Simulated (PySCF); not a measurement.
**Tl²⁺ (thallium, charge +2) across methods**

[Xe] 4f14 5d10 6s1, 2S determinant. All numbers are calculated (PySCF 2.14, a scalar-relativistic core potential, in aug-cc-pVTZ-PP with one added diffuse shell each of d, f type with ECP60MDF (6s5p5d3f, 67 functions)).

```
   method  E (hartree)  mean ε 5d α (eV)  mean ε 5d β (eV)  mean ε 6s α (eV)  Σ⟨r²⟩ (bohr²)   ⟨S²⟩
     PBE0    -171.5566           -35.449           -35.070           -26.633          36.43  0.751
      LDA    -171.2808           -33.507           -33.175           -26.158          36.68  0.750
CAM-B3LYP    -171.5133           -36.879           -36.558           -28.039          36.54  0.750
BHandHLYP    -171.4476           -37.400           -37.058           -27.442          36.46  0.750
      UHF   -170.65615           -40.629           -40.222           -28.410          36.46  0.751
    B3LYP    -171.6125           -35.052           -34.726           -26.563          36.53  0.750
   r2SCAN    -171.6293           -33.901           -33.442           -26.014          36.30  0.752
    B97-3    -171.5985           -35.530           -35.200           -26.472          36.37  0.750
      PBE    -171.5819           -33.361           -32.994           -25.745          36.54  0.750
```

Energies and moments cover only the electrons outside the core potential. Spin-orbit coupling, which splits the p, d and f shells strongly at this Z, is absent.
